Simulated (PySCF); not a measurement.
CHO2, SMILES O=C[O] (connectivity only; charge and spin as stated), charge -1, multiplicity 1.

Geometry optimised at B3LYP-D3(BJ)/def2-TZVPD. The spin state was assumed, not searched. The isomer is the one that the SMILES or the coordinates give; other isomers of the formula were not compared.

Level of theory: PBE/def2-TZVPD (PySCF).

Isolated molecule, no solvent. A positive occupied level means that this level leaves the electron formally unbound; only the finite basis holds it.

Computed frontier levels, gap, dipole moment and polarisability:
| Quantity | Value |
|---|---|
| highest occupied level | 0.28 eV |
| lowest empty level | 4.22 eV |
| orbital gap | 3.94 eV |
| dipole moment about the centre of nuclear charge | 1.21 D |
| mean static polarisability | 39.0 bohr³ (5.78 Å³) |
| polarisability, principal values | 26.0, 44.0, 46.9 bohr³ |
